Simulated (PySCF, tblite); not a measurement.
Rigid-rotor lines calculated for a species of formula C7H11O3P (commonest isotopes; PBE0/pcSseg-1 in PySCF (dipole) on a GFN2-xTB geometry, gas phase), labelled J(Ka,Kc):

```csv
transition,MHz
"1(1,1) ← 0(0,0)",1791.5
"2(0,2) ← 1(0,1)",3041.5
"1(0,1) ← 0(0,0)",1614.6
"2(1,1) ← 1(1,0)",3536.5
"2(1,2) ← 1(1,1)",2921.8
```

Q: Find the rotational constants.

A: 1(0,1) ← 0(0,0) is B + C, 2(1,1) ← 1(1,0) is 3B + C and 2(1,2) ← 1(1,1) is B + 3C, so B − C is half the difference of the last two, 307.3 MHz. 1(1,1) ← 0(0,0) is A + C. A = 1137.9, B = 961.0, C = 653.6 MHz.

Q: What moments of inertia, asymmetry and inertial defect follow?

A: I = 505379 MHz·u·Å² over each constant: Ia = 444.14, Ib = 525.90, Ic = 773.22 u·Å²; κ = (2B − A − C)/(A − C) = 0.269 (asymmetric top); Δ = Ic − Ia − Ib = -196.82 u·Å².

Q: Which dipole components do these lines need?

A: μa and μb (a-type: ΔKa even, ΔKc odd; b-type: both odd). The calculation gives |μa| = 1.96 D, |μb| = 1.41 D, |μc| = 1.39 D.

Q: Where do these fall, and of which type are they? 2(2,1) ← 1(1,0); 1(1,0) ← 0(0,0); 2(2,1) ← 1(1,1); 2(2,1) ← 2(1,1); 2(2,0) ← 2(1,1); 2(0,2) ← 1(1,1); 2(2,1) ← 2(1,2); 2(1,2) ← 1(0,1); 2(1,1) ← 2(1,2); 2(2,0) ← 1(1,0); 1(1,0) ← 1(0,1); 1(1,0) ← 1(1,1); 2(1,1) ← 1(0,1); 2(1,1) ← 2(0,2).

A: 
```csv
transition,MHz,type,branch
"1(1,0) ← 1(1,1)",307,a,Q
"1(1,0) ← 1(0,1)",484,b,Q
"2(2,1) ← 2(1,1)",531,c,Q
"2(2,0) ← 2(1,1)",718,b,Q
"2(1,1) ← 2(1,2)",922,a,Q
"2(1,1) ← 2(0,2)",979,b,Q
"2(2,1) ← 2(1,2)",1453,b,Q
"1(1,0) ← 0(0,0)",2099,c,R
"2(0,2) ← 1(1,1)",2865,b,R
"2(1,2) ← 1(0,1)",3099,b,R
"2(1,1) ← 1(0,1)",4021,c,R
"2(2,1) ← 1(1,0)",4067,b,R
"2(2,0) ← 1(1,0)",4255,c,R
"2(2,1) ← 1(1,1)",4375,c,R
```

Q: Which structure gave them?

A: `CC(=O)P(=O)(C(C)=O)C1CC1`, point group C1. Three constants can't fix a structure by themselves; this is the one that was computed:
```
atom  x, y, z in Å
C1     2.203   -0.871    2.063
C2     1.786   -0.867    0.639
O3     2.412   -1.261   -0.305
P4     0.050   -0.170    0.411
O5    -0.942   -0.757    1.328
C6     0.197    1.685    0.748
C7    -0.967    2.451    0.223
O8     1.097    2.117    1.411
C9    -0.309   -0.403   -1.357
C10   -1.757   -0.480   -1.745
C11   -0.938   -1.723   -1.703
H12    1.412   -1.334    2.654
H13    2.281    0.170    2.386
H14    3.150   -1.385    2.209
H15   -1.875    1.955    0.567
H16   -0.960    2.408   -0.866
H17   -0.950    3.486    0.557
H18    0.406    0.027   -2.044
H19   -2.050   -0.075   -2.702
H20   -2.490   -0.348   -0.961
H21   -0.646   -2.198   -2.626
H22   -1.121   -2.409   -0.889
```

The values belong to one conformer (point group C1) with, in the numbering `[CH3:1][C:2](=[O:3])[P:4](=[O:5])([C:6]([CH3:7])=[O:8])[CH:9]1[CH2:10][CH2:11]1`, C1–C2–P4–O5 -49°, C2–P4–C6–C7 163°, C2–P4–C9–C10 156°. Its GFN2-xTB frequencies are all real (lowest 21 cm⁻¹). Constants of a rigid frame at the computed geometry: no zero-point averaging, no centrifugal distortion. A rigid rotor knows nothing of internal rotation, which can split or shift real lines.

The run took 66 s wall on Arm Neoverse V1, one thread, shared host with 32 logical CPUs at a one-minute load of 17, and the process peaked at 1.1 GiB of memory. This is the PBE0/pcSseg-1 job that gave the dipole, with the shieldings it also computed.
